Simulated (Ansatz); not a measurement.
Which level was it?

CH6SeSn has 9 atoms, charge 0, and is taken as a singlet. SMILES: `[CH3][SnH2][SeH]`. The shape is that of a PBE0-D4/def2-TZVP optimisation. This is one conformer, not always the lowest.

```xyz
9

C    -0.1745    1.1575   -0.7437
Sn    0.3005   -0.8501   -0.1907
Se    0.6444   -0.9766    2.3224
H     0.6291    1.8198   -0.4237
H    -1.1020    1.4602   -0.2582
H    -0.2959    1.2292   -1.8253
H    -0.9530   -1.9236   -0.6380
H     1.7914   -1.3595   -0.8478
H    -0.7514   -0.6032    2.5879
```

A calculation with Ansatz 0.2.0 gave:

The total energy is -2653.0866 Eh, the HOMO energy is -5.53 eV and the LUMO energy is -1.25 eV. The HOMO–LUMO gap is 4.28 eV.

**Question.** Which of these levels gave the numbers?
A. revPBE/def2-SVP (core potential)
B. SVWN5/def2-SVP (core potential)
C. r2SCAN/def2-SVP (core potential)
D. PBE/def2-SVP (core potential)

**Answer.** B. The others give -2656.8136 Eh (PBE/def2-SVP (core potential)), -2657.2944 Eh (r2SCAN/def2-SVP (core potential)), -2657.0800 Eh (revPBE/def2-SVP (core potential)).
